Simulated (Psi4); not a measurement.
Complex: HCl (SMILES Cl) (first 2 atoms) with SiH4 (SMILES [SiH4]); geometry from B3LYP-D3(BJ)/def2-TZVP, rigid monomers moved along the line of their centres of mass till Cl1···Si3 is 6.78 Å.
(charge 0, multiplicity 1):
```xyz
7

Cl    -0.06854    -0.33803    -0.32481
H     -0.67544    -1.32229     0.22906
Si     0.10333     0.57504     6.39460
H      0.91923     1.68456     5.85774
H     -1.27768     0.66610     5.86962
H      0.06812     0.65265     7.87337
H      0.69295    -0.72188     5.99125
```

All values below come from SAPT0/jun-cc-pV(D+d)Z in Psi4.

Q: Give the four SAPT terms and the total, and say what mostly holds the pair together.

A: electrostatics 0.0, exchange 0.0, induction 0.0, dispersion -0.1, total -0.1 kJ/mol; the largest attraction is dispersion.
